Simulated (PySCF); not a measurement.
Predicted microwave data (PBE0-D3(BJ)/def2-SVP geometry optimisation, gas phase, def2 core potentials past Kr (PySCF)) for one isomer of C3H2FIO:

- Rotational constants: A = 3356, B = 1068, C = 809.9 MHz
- Dipole components: |μa| = 2.45 D, |μb| = 0.33 D, |μc| = 0.00 D
- Inertial defect: 0.00 u·Å²
- κ: -0.80

Question: Which candidate fits, each taken in the one conformer that was computed?
A. `[O:1]=[CH:2]/[C:3]([I:4])=[CH:5]\[F:6]` with O1–C2–C3–I4 0°
B. `[O:1]=[CH:2]/[CH:3]=[C:4](/[F:5])[I:6]` with O1–C2–C3–C4 180°

Answer: B. It is O=C/C=C(/F)I, an asymmetric top, point group Cs. The candidates at the same level (rigid rotor, commonest isotopes):

```
      SMILES  A (MHz)  B (MHz)  C (MHz)  μa (D)  μb (D)  μc (D)  Δ (u·Å²)  point group           rotor
O=C/C(I)=C\F     3197     1173    858.4    0.85    2.78    0.00      0.00           Cs  asymmetric top
O=C/C=C(/F)I     3356     1068    809.9    2.45    0.33    0.00      0.00           Cs  asymmetric top
```

`O=C/C(I)=C\F` has B 10 % too high. In the right answer the mirror of this Cs structure is the ab plane, so μc vanishes by symmetry (the 0.01 D computed is a residue). No structure here is proved a minimum.
